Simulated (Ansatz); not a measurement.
Stepwise reaction of `[NH]=[Nb]([NH2])([F])[F]` with ammonia, as a gas-phase model of exchange steps in deposition or etching. ΔE in kJ/mol; ΔG adds harmonic PBE0-D4 terms to CCSD(T)/CBS, at 1 bar.

Computed with Ansatz on PBE0-D4/def2-TZVP structures; ΔE is electronic, products minus reactants. CBS: MP2 limit from def2 TZ/QZ plus the TZ coupled-cluster correction, frozen cores. This one scheme is used for every species. DFT in def2-TZVPP. B3LYP here is the variant with VWN-RPA as its local correlation; programs differ in this. Elements past krypton have def2 core potentials. For Nb outer-core shells are correlated without core-valence functions, which leaves a few kJ/mol of doubt a bond. Each species was taken in one conformer, which may not be the lowest.

```csv
step,reaction,PBE-D4,B3LYP-D4,ωB97M-V,CCSD(T)/CBS,ΔG(600 K)
1,`[NH]=[Nb]([NH2])([F])[F]` + NH₃ → `[NH]=[Nb]([NH2])([NH2])[F]` + H–F,92.0,92.5,93.9,81.5,78.5
```

Question: Give the row of step 2, `[NH]=[Nb]([NH2])([NH2])[F]` + NH₃ → `[NH]=[Nb]([NH2])([NH2])[NH2]` + H–F. (An estimate is asked.)

Answer: The calculation gave: 
```tsv
step	reaction	PBE-D4	B3LYP-D4	ωB97M-V	CCSD(T)/CBS	ΔG(600 K)
2	`[NH]=[Nb]([NH2])([NH2])[F]` + NH₃ → `[NH]=[Nb]([NH2])([NH2])[NH2]` + H–F	108.5	109.5	109.9	98.7	96.2
```

Question: By hand: ΔE of the 2 steps together at CCSD(T)/CBS.

Answer: (81.5) + (98.7) = 180.2 kJ/mol, or 90.1 kJ/mol a step.

In ΔE each step is higher than the one before. All are uphill at CCSD(T)/CBS. ΔG lies between 78.5 and 96.2 kJ/mol a step. PBE-D4 differs from CCSD(T)/CBS by 9.8 to 10.5 kJ/mol a step. Isolated molecules leave out the surface, adducts and barriers. Largest T1 diagnostic: 0.020.
